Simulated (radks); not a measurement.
Question: Neutral hafnium, 72 electrons, occupied as [Xe] 4f14 5d1 6s2 7s1 (not the ground configuration). Method: scalar-relativistic Kohn-Sham, PBE, spin-polarised, spherical densities, finite nucleus; open shells are filled with parallel spins first (spin-orbit coupling, left out, can overturn this in heavy ions); Fermi nuclear charge, rms radius 5.347 fm; computed with a radial shooting solver on a logarithmic mesh with Libxc functionals. Some entries of the table are withheld. Estimate them.

orbital  occ.  eigenvalue (hartree)  <r> (bohr)  <r^2> (bohr^2)
1s down     1             -2398.668     0.01899       0.0004952
1s up       1             -2398.668     0.01899       0.0004952
2s up       1             -410.4180     0.08038        0.007642
2s down     1             -410.4168     0.08038        0.007642
2p up       3             -360.4753     0.07172        0.006284
2p down     3             -360.4743     0.07172        0.006284
3s up       1             -93.67811      0.2087         0.04977
3s down     1             -93.67799      0.2087         0.04977
3p up       3             -78.75122      0.2085         0.05041
3p down     3             -78.75105      0.2085         0.05041
3d up       5             -61.06388      0.1890         0.04187
3d down     5             -61.06323      0.1890         0.04187
4s up       1             -19.04081      0.4683          0.2476
4s down     1             -19.04005      0.4683          0.2476
4p up       3             -14.14270      0.4977          0.2818
4p down     3             -14.14201      0.4977          0.2818
4d up       5              -7.80729      0.5352          0.3324
4d down     5              -7.80637      0.5352          0.3324
5s up       1              -2.68021       1.134           1.446
5s down     1              -2.66622       1.131           1.440
5p up       3              -1.52274       1.336           2.026
5p down     3              -1.50315       1.331           2.014
4f up       7              -0.83203      0.6768          0.5930
4f down     7              -0.82852      0.6744          0.5874
6s up       1                   (1)         (2)           11.00
6s down     1                   (3)         (4)           11.39
5d up       1              -0.27610       2.172           5.645
5d down     0              -0.25105       2.198           5.816
7s up       1              -0.05889       8.588             (5)

Answer: 
(1) 6s up eigenvalue (hartree): -0.31865
(2) 6s up <r> (bohr): 3.121
(3) 6s down eigenvalue (hartree): -0.29950
(4) 6s down <r> (bohr): 3.173
(5) 7s up <r^2> (bohr^2): 81.43
